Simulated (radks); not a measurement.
The numbers below are computed, except where a source is named.
Task: Ionisation of Ba, [Xe] 6s2, to Ba+, [Xe] 6s1, under several functionals. Scalar-relativistic Kohn-Sham, spin-unpolarised, spherical densities, point nucleus; a radial shooting solver on a logarithmic mesh with Libxc functionals. The NIST Atomic Spectra Database gives 5.212 eV (measured). Rank these functionals by the error of their Delta-SCF ionisation energy: SOGGA; BP86; XLYP; exchange-only LDA.

Result: From best to worst: SOGGA 5.284 eV (+0.072); XLYP 5.289 eV (+0.077); BP86 5.521 eV (+0.310); exchange-only LDA 4.730 eV (-0.482). Spin polarisation and multiplet splitting are left out, so open shells lie too high by an amount that depends on their filling.

Beside tabulated values, note that spin-unpolarised runs miss the spin-polarisation part of the exchange energy of open shells.
